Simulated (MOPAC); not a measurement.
Input for MOPAC: PM3 on ClH5OSi (a complex), monomers drawn apart or pushed together.

```
PM3 1SCF PRECISE CHARGE=0 THREADS=1
ClH5OSi

Cl    -0.82228556 1     0.45499640 1    -0.43238706 1
H     -0.72558065 1    -0.38573706 1     0.53624912 1
O      0.39233614 1    -0.29421151 1     5.13697736 1
Si     0.15710532 1     0.22447384 1     3.58918089 1
H      1.12942925 1    -0.88020750 1     5.32401288 1
H      1.37473641 1     0.84560298 1     3.01852760 1
H     -0.95510941 1     1.18934947 1     3.63877865 1
H     -0.22132237 1    -0.91056552 1     2.69903748 1
```

It printed:

```
*******************************************************************************
 **                                                                           **
 **                              MOPAC v23.2.5                                **
 **                                                                           **
 *******************************************************************************
 ** MOPAC's Digital Object Identifier: https://doi.org/10.5281/zenodo.6511958 **
 **                                                                           **
 ** Please cite the open-source release paper for use of this MOPAC version:  **
 ** J. E. Moussa and J. J. P. Stewart (2026)                                  **
 ** MOPAC: An open-source semiempirical molecular orbital program             **
 ** J. Open Source Softw., 11(119), 8025, https://doi.org/10.21105/joss.08025 **
 *******************************************************************************

                              PM3 CALCULATION RESULTS

 *******************************************************************************
 *  PM3        - The PM3 Hamiltonian to be used
 *
 *
 *
 *                 CHARGE ON SYSTEM = 0
 *
 *
 *
 *  PRECISE    - TIGHTER CRITERIA TO BE USED
 *  1SCF       - DO 1 SCF AND THEN STOP
 *  THREADS=1  - MULTI-THREADING NOT USED
 *  T=         - A TIME OF 172800.0 SECONDS REQUESTED
 *  DUMP=N     - RESTART FILE WRITTEN EVERY 7200.0 SECONDS REQUESTED
 *******************************************************************************
PM3 1SCF PRECISE CHARGE=0 THREADS=1
 ClH5OSi

   ATOM   CHEMICAL          X               Y               Z
  NUMBER   SYMBOL      (ANGSTROMS)     (ANGSTROMS)     (ANGSTROMS)

     1      Cl         -0.82228556  *   0.45499640  *  -0.43238706  *
     2       H         -0.72558065  *  -0.38573706  *   0.53624912  *
     3       O          0.39233614  *  -0.29421151  *   5.13697736  *
     4      Si          0.15710532  *   0.22447384  *   3.58918089  *
     5       H          1.12942925  *  -0.88020750  *   5.32401288  *
     6       H          1.37473641  *   0.84560298  *   3.01852760  *
     7       H         -0.95510941  *   1.18934947  *   3.63877865  *
     8       H         -0.22132237  *  -0.91056552  *   2.69903748  *



          CARTESIAN COORDINATES

    NO.       ATOM           X           Y           Z

     1        Cl         -0.8223      0.4550     -0.4324
     2         H         -0.7256     -0.3857      0.5362
     3         O          0.3923     -0.2942      5.1370
     4        Si          0.1571      0.2245      3.5892
     5         H          1.1294     -0.8802      5.3240
     6         H          1.3747      0.8456      3.0185
     7         H         -0.9551      1.1893      3.6388
     8         H         -0.2213     -0.9106      2.6990

  H: (PM3): J. J. P. STEWART, J. COMP. CHEM. 10, 209 (1989).
  O: (PM3): J. J. P. STEWART, J. COMP. CHEM. 10, 209 (1989).
 Si: (PM3): J. J. P. STEWART, J. COMP. CHEM. 10, 209 (1989).
 Cl: (PM3): J. J. P. STEWART, J. COMP. CHEM. 10, 209 (1989).

           Empirical Formula: H5 O Cl Si  =     8 atoms



      MOLECULAR POINT GROUP   :   C1


      RHF CALCULATION, NO. OF DOUBLY OCCUPIED LEVELS = 11


 -------------------------------------------------------------------------------
 PM3 1SCF PRECISE CHARGE=0 THREADS=1
 ClH5OSi



     1SCF WAS SPECIFIED, SO BFGS WAS NOT USED
     SCF FIELD WAS ACHIEVED


                              PM3 CALCULATION
                                                       MOPAC v23.2.5 Linux




          FINAL HEAT OF FORMATION =        -83.16190 KCAL/MOL =    -347.94938 KJ/MOL


          COSMO AREA              =        129.38 SQUARE ANGSTROMS
          COSMO VOLUME            =        112.55 CUBIC ANGSTROMS

          IONIZATION POTENTIAL    =         10.311831 EV
          HOMO LUMO ENERGIES (EV) =        -10.312  0.672
          NO. OF FILLED LEVELS    =         11
          MOLECULAR WEIGHT        =         84.5774         POINT GROUP:  C1

          MOLECULAR DIMENSIONS (Angstroms)

            Atom       Atom       Distance
            H     5   Cl     1     6.22319
            H     7    H     6     2.42442
            H     6    H     8     2.05057


          SCF CALCULATIONS        =          1





   ATOM   CHEMICAL          X               Y               Z
  NUMBER   SYMBOL      (ANGSTROMS)     (ANGSTROMS)     (ANGSTROMS)

     1      Cl         -0.82228556  *   0.45499640  *  -0.43238706  *
     2       H         -0.72558065  *  -0.38573706  *   0.53624912  *
     3       O          0.39233614  *  -0.29421151  *   5.13697736  *
     4      Si          0.15710532  *   0.22447384  *   3.58918089  *
     5       H          1.12942925  *  -0.88020750  *   5.32401288  *
     6       H          1.37473641  *   0.84560298  *   3.01852760  *
     7       H         -0.95510941  *   1.18934947  *   3.63877865  *
     8       H         -0.22132237  *  -0.91056552  *   2.69903748  *

                             CARTESIAN COORDINATES

   1   Cl       -0.822285560     0.454996400    -0.432387060
   2    H       -0.725580650    -0.385737060     0.536249120
   3    O        0.392336140    -0.294211510     5.136977360
   4   Si        0.157105320     0.224473840     3.589180890
   5    H        1.129429250    -0.880207500     5.324012880
   6    H        1.374736410     0.845602980     3.018527600
   7    H       -0.955109410     1.189349470     3.638778650
   8    H       -0.221322370    -0.910565520     2.699037480


           Empirical Formula: H5 O Cl Si  =     8 atoms



      MOLECULAR POINT GROUP   :   C1


                  EIGENVALUES
 -55.42811 -35.83259 -17.43968 -16.06382 -14.65098 -13.51384 -12.94259 -11.00666
 -10.96678 -10.91864 -10.31183   0.67167   1.55330   1.75457   2.19131   2.25006
   5.30073


              NET ATOMIC CHARGES AND DIPOLE CONTRIBUTIONS

  ATOM NO.   TYPE          CHARGE      No. of ELECS.   s-Pop       p-Pop
    1         Cl          -0.127080        7.1271     1.96808     5.15900
    2          H           0.120068        0.8799     0.87993
    3          O          -0.490718        6.4907     1.74872     4.74200
    4         Si           0.712967        3.2870     0.90373     2.38331
    5          H           0.199588        0.8004     0.80041
    6          H          -0.144001        1.1440     1.14400
    7          H          -0.105337        1.1053     1.10534
    8          H          -0.165486        1.1655     1.16549
 DIPOLE           X         Y         Z       TOTAL
 POINT-CHG.     0.488    -0.345    -0.214     0.634
 HYBRID         0.583    -1.001     0.755     1.383
 SUM            1.070    -1.346     0.541     1.803


          ATOMIC ORBITAL ELECTRON POPULATIONS

     Atom    s        px        py        pz
    1 Cl   1.96808   1.99530   1.64008   1.52362
    2  H   0.87993
    3  O   1.74872   1.55720   1.68879   1.49601
    4 Si   0.90373   0.86711   0.83939   0.67680
    5  H   0.80041
    6  H   1.14400
    7  H   1.10534
    8  H   1.16549

 **********************
 *                    *
 * JOB ENDED NORMALLY *
 *                    *
 **********************




 == MOPAC DONE ==
```

The run finished.

Cost: roughly 0.03 core-seconds.
